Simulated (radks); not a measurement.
Task: Pr I, 59 electrons, occupied as [Xe] 4f2.5 5d1 6p1.5 (fractional occupations, a model configuration). All-electron calculation, scalar-relativistic Kohn-Sham, PBE, spin-unpolarised, spherical densities, finite nucleus; Fermi nuclear charge, rms radius 4.8919 fm. Program: a radial shooting solver on a logarithmic mesh with Libxc functionals. Some entries of the table are withheld. Estimate them.

| orbital | occ. | eigenvalue (hartree) | <r^2> (bohr^2) |
|---|---|---|---|
| 1s | 2 | -1536.707 | 0.0007896 |
| 2s | 2 | -247.3449 | 0.01253 |
| 2p | 6 | -221.3427 | 0.01001 |
| 3s | 2 | -53.49035 | 0.08474 |
| 3p | 6 | -45.25341 | 0.08477 |
| 3d | 10 | -33.68611 | 0.07217 |
| 4s | 2 | -10.75150 | 0.4364 |
| 4p | 6 | -8.05778 | 0.4931 |
| 4d | 10 | -4.20345 | 0.6102 |
| 5s | 2 | (1) | 2.519 |
| 5p | 6 | -0.86931 | (2) |
| 4f | 2.5 | -0.16362 | 1.688 |
| 5d | 1 | -0.12315 | 11.13 |
| 6p | 1.5 | -0.07105 | 39.48 |

Result: 
(1) 5s eigenvalue (hartree): -1.52381
(2) 5p <r^2> (bohr^2): 3.454
